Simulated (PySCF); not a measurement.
# Electronic structure of Zn²⁺ (zinc, charge +2) at the UHF level

Configuration: [Ar] 3d10, closed-shell 1S. All numbers are calculated (PySCF 2.14, the spin-free X2C one-electron Hamiltonian (Gaussian nucleus), in jorge-DZP-DKH).

```
Total energy                        : -1793.173847 hartree
One-electron energy                 : -2482.3607 hartree
Hartree (Coulomb) energy            : 759.4013 hartree
Exchange energy                     : -70.2144 hartree
⟨S²⟩                                : 0.0000
⟨L²⟩                                : 0.000
Sum of ⟨r⟩                          : 16.02 bohr
Sum of ⟨r²⟩                         : 14.73 bohr²
Langevin diamagnetic susceptibility : -11.7 ×10⁻⁶ cm³/mol
Time after the integrals            : 0.14 s of wall time on 1 thread of Neoverse-V1 (shared host)
```

```tsv
shell	electrons	mean orbital energy (hartree)	rms radius, mean of both spins (bohr)
1s	2	-358.30758	0.0580
2s	2	-46.03493	0.245
2p	6	-39.87441	0.219
3s	2	-6.54284	0.733
3p	6	-4.63589	0.776
3d	10	-1.51544	0.981
```

Densities and radii are taken from the X2C orbitals without a picture-change correction, which distorts them close to the nucleus.
